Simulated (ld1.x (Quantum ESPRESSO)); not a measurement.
## Plane-wave convergence, PAW potential for In

```
Element                 : In
Generator               : ld1.x (Quantum ESPRESSO) 7.5
Type                    : PAW
Functional              : LDA (PZ)
Relativity              : scalar-relativistic
Frozen core             : [Ar] 3d10 4s2
Valence charge          : 19
Reference configuration : 4p6 4d10 5s2 5p1
Partial waves           : 5s (bound): rcut 1.50, rcutus 2.05 bohr; 5s channel at 0.2 Ry: rcut 1.50, rcutus 2.05 bohr; 4p (bound): rcut 1.30, rcutus 1.80 bohr; 5p (bound): rcut 1.30, rcutus 1.80 bohr; 4d (bound): rcut 1.15, rcutus 1.45 bohr; 4d channel at -1 Ry: rcut 1.15, rcutus 1.45 bohr
Local potential         : all-electron potential smoothed inside 1.85 bohr (lloc = -1)
Core correction         : Bessel-smoothed model core inside 1.12 bohr
Augmentation charge     : GAUSS, radius 1.20 bohr
```

The pseudo-atom Hamiltonian at the reference potential is diagonalised in spherical Bessel functions j_l(qr) that vanish at 20 bohr, with q² up to the cutoff. All-electron valence levels (Ry): 5s -0.6238, 4p -5.7363, 5p -0.1987, 4d -1.3753.

Question: How do the lowest levels (Ry) of each channel move with the cutoff, and are there ghosts?

Answer:

| cutoff (Ry) | s #1 | p #1 | p #2 | d #1 | f #1 | f #2 | Σ f·Δε (mRy) |
| --- | --- | --- | --- | --- | --- | --- | --- |
| 8 | -0.6218 | -3.2161 | -0.1316 | 0.0093 | 0.1023 | 0.2229 | 29038.1 |
| 15 | -0.6236 | -5.5813 | -0.1966 | -0.2914 | 0.1023 | 0.2229 | 11771.1 |
| 25 | -0.6238 | -5.7346 | -0.1986 | -1.0055 | 0.1023 | 0.2229 | 3707.9 |
| 40 | -0.6238 | -5.7359 | -0.1987 | -1.3617 | 0.1023 | 0.2229 | 138.1 |
| 50 | -0.6238 | -5.7362 | -0.1987 | -1.3741 | 0.1023 | 0.2229 | 12.3 |
| 70 | -0.6238 | -5.7362 | -0.1987 | -1.3747 | 0.1023 | 0.2229 | 5.7 |
| 100 | -0.6238 | -5.7363 | -0.1987 | -1.3752 | 0.1023 | 0.2229 | 1.1 |
| 140 | -0.6238 | -5.7363 | -0.1987 | -1.3753 | 0.1023 | 0.2229 | 0.2 |
| 400 | -0.6238 | -5.7363 | -0.1987 | -1.3753 | 0.1023 | 0.2229 | 0.0 |

Result: no extra level below or beside the all-electron valence levels (s, p, d, f tested); 10 mRy is reached at 70 Ry and 1 mRy at 110 Ry.
